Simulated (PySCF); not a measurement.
A GIAO shielding run with PySCF 2.14 (density fitting, non-relativistic, gas phase) on SMILES CO[Si](N)(O)O, CH$_{7}$NO$_{3}$Si:

```
$ OMP_NUM_THREADS=1 python probes_run.py task.json out

{"job": {"kind": "nmr", "xc": "PBE0", "basis": "def2-SVP", "pop": true}, "charge": 0, "multiplicity": 1}
C     -1.468100    -1.312721    -0.553029
O     -0.147930    -1.054146    -0.158774
Si     0.378035     0.429656     0.340794
N      2.025581     0.356598     0.803977
O      0.145328     1.562965    -0.846858
O     -0.569531     0.864971     1.619066
H     -1.754973    -0.718150    -1.439236
H     -2.186218    -1.087060     0.254427
H     -1.561205    -2.379487    -0.810282
H      2.229670    -0.133312     1.669047
H      2.734922     0.139510     0.112474
H      0.720765     1.529964    -1.614720
H     -0.552666     1.799817     1.841599
```

Hardware: 1 thread of an Arm Neoverse V1, shared host. The job also computes population analyses, field gradients.

(1) How large is the calculation?

(2) How long does it take, and how much memory does it need?

(3) And these other runs on the same molecule and hardware: GIAO shielding at B97-2/pcSseg-1; GIAO shielding at BHandHLYP/pcSseg-1; GIAO shielding at CAM-B3LYP/pcSseg-1; GIAO shielding at LC-wPBE/pcSseg-1; GIAO shielding at PBE0/6-31G; GIAO shielding at PBE0/STO-3G?

## Answers

(1) 58 electrons, 123 basis functions and 684 auxiliary functions.

(2) 11 s of wall time, with 13 SCF cycles and 4 response iterations; peak memory 0.64 GiB. Times on a shared host scatter by some tens of per cent.

(3) B97-2/pcSseg-1: 144 functions, 12 s; BHandHLYP/pcSseg-1: 144 functions, 12 s; CAM-B3LYP/pcSseg-1: 144 functions, 17 s; LC-wPBE/pcSseg-1: 144 functions, 24 s; PBE0/6-31G: 72 functions, 7.6 s; PBE0/STO-3G: 41 functions, 3.6 s.
